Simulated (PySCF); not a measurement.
Mo(O)2(Br)(NH2) (BrH₂MoNO₂), SMILES [NH2][Mo](=[O])(=[O])[Br], multiplicity 1. Atoms are numbered in the order given.

```xyz
7

Mo     0.0971     0.6825     0.0000
O      0.9035     1.1900    -1.3894
O      0.9035     1.1900     1.3894
Br    -0.0749    -1.7565     0.0000
N     -1.6613     1.4606     0.0000
H     -2.1422     1.7747    -0.8423
H     -2.1422     1.7747     0.8423
```
Charge 0, spin multiplicity 1.

Geometry optimised at B3LYP-D3(BJ)/def2-SVP. The multiplicity is an assumed one; no other spin state was optimised. The structure was generated by enumeration; whether it is a known compound was not checked. The def2 effective core potentials stand for the cores of Mo; spin–orbit coupling is left out. Other conformers were not sampled.

The numbers are results of PBE/def2-TZVP in PySCF, not measurements.

ESP charges are fitted to the potential on shells at 1.4 to 2.0 van der Waals radii. Atomic charges (e):

```tsv
atom	Mulliken	ESP fit	Löwdin
Mo1	…	0.91	0.36
O2	…	-0.33	-0.23
O3	…	-0.33	-0.23
Br4	-0.32	-0.17	0.08
N5	-0.71	-0.92	-0.31
H6	…	0.42	0.17
H7	…	0.42	0.17
```

Question: What belongs in the gaps? (The exact figures need the calculation; the answer reports its results.)

Answer: 
- Mo1, Mulliken: 1.46
- O2, Mulliken: -0.48
- O3, Mulliken: -0.48
- H6, Mulliken: 0.27
- H7, Mulliken: 0.27
